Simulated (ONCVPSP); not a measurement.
Si: variants of one ONCV potential

Base potential:

```
Element                 : silicon
Generator               : ONCVPSP 4.0.1
Type                    : optimised norm-conserving Vanderbilt (ONCV)
Functional              : PBEsol
Relativity              : scalar-relativistic
Frozen core             : [Ne]
Valence charge          : 4
Reference configuration : 3s1.5 3p2.5
Partial waves           : 3s: rc 1.55 bohr, ncon 4, nbas 7, qcut 4.2 1/bohr, 1 projector; 3p: rc 1.55 bohr, ncon 4, nbas 7, qcut 5.1 1/bohr, 2 projectors, debl 2 Ha; d scattering state at 0.26 Ha: rc 1.25 bohr, ncon 3, nbas 8, qcut 7.1 1/bohr, 3 projectors, debl 1.8 Ha
Local potential         : polynomial inside 0.85 bohr (lpopt 4, dvloc0 3 Ha)
Core correction         : none
```

All-electron outer shells of the reference configuration (PBEsol, scalar-relativistic, ld1.x):

```json
{"shell": "2s", "level (eV)": "-139.97", "outermost node (bohr)": "0.15", "outermost maximum (bohr)": "0.45"}
{"shell": "2p", "level (eV)": "-96.26", "outermost node (bohr)": "–", "outermost maximum (bohr)": "0.39"}
{"shell": "3s", "level (eV)": "-11.15", "outermost node (bohr)": "0.72", "outermost maximum (bohr)": "1.77"}
{"shell": "3p", "level (eV)": "-4.36", "outermost node (bohr)": "0.72", "outermost maximum (bohr)": "2.14"}
```

Cutoffs, loose and tight: the cutoffs (Ha) at which the residual kinetic energy of the hardest occupied pseudo-wave falls to 1 and 0.1 mHa per electron. They do not see the model core or the augmentation charge, which bear on the density cutoff. Test errors are all-electron minus pseudo excitation energies from the reference, over the configurations 3s2 3p2; 3s2 3p1; 3s2 3p0; 3s1 3p0. A dash means not determined; rows that change the core or the reference have their own tests.

For the base: The cutoffs count occupied waves only; projector 2 of the p channel, the hardest unoccupied one, needs 79 Ha at the loose tolerance.

A true bound ghost makes a file unfit for plane-wave use even where its test errors are small: the radial tests pick states by their node count and pass the ghost by.

| change | outcome | cutoff, loose | cutoff, tight | bound ghosts | GHOST(+) flags above zero | largest test error (meV) |
| --- | --- | --- | --- | --- | --- | --- |
| base | generated | 7.7 Ha | 47 Ha | none | s, p, d | +77 |
| d: nproj 1 | generated | 7.7 Ha | 47 Ha | none | s, p | +77 |
| local potential polynomial inside 0.85 bohr (lpopt 4, dvloc0 0 Ha) | generated | 7.7 Ha | 47 Ha | d | s | +161 |
| reference 3s2 3p2 | generated | 7.7 Ha | 47 Ha | none | s, p, d | +94 |
| s: qcut 4.4; p: qcut 5.4; d: qcut 7.5 | generated | 7.8 Ha | 45 Ha | none | s, p, d | +75 |
| all radii scaled by about 1.19 (s 1.84, p 1.84, d 1.48 bohr); local potential polynomial inside 1.00 bohr (lpopt 4, dvloc0 3 Ha) | generated | 7.7 Ha | 16 Ha | none | none | +77 |
| local potential polynomial inside 1.05 bohr (lpopt 3, dvloc0 0 Ha) | generated | 7.7 Ha | 47 Ha | none | s, p, d | +81 |
